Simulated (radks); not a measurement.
Results of a calculation; reference values are marked as such.
Task: The mean radii <r> (bohr) of the occupied orbitals of an atom or ion are listed with their occupations. Level of theory: non-relativistic Kohn-Sham, PBEsol, spin-polarised, spherical densities, point nucleus (a radial shooting solver on a logarithmic mesh with Libxc functionals).

| orbital | occ. | <r> |
|---|---|---|
| 1s | 2 | 0.05114 |
| 2s | 2 | 0.2300 |
| 2p | 6 | 0.1998 |
| 3s | 2 | 0.6922 |
| 3p | 6 | 0.7185 |
| 3d | 10 | 0.9054 |
| 4s | 2 | 2.690 |

Name the element and its charge. Open shells, if any, are filled with parallel spins first.

Result: Z = 30, zinc, charge 0: Zn in [Ar] 3d10 4s2. The 1s radius gives Z: for a bare nucleus <r> = 1.5/Z, 0.05 bohr for Z = 30, and screening makes it slightly larger (0.05114 here). The occupations add up to 30, and the charge is Z minus that.
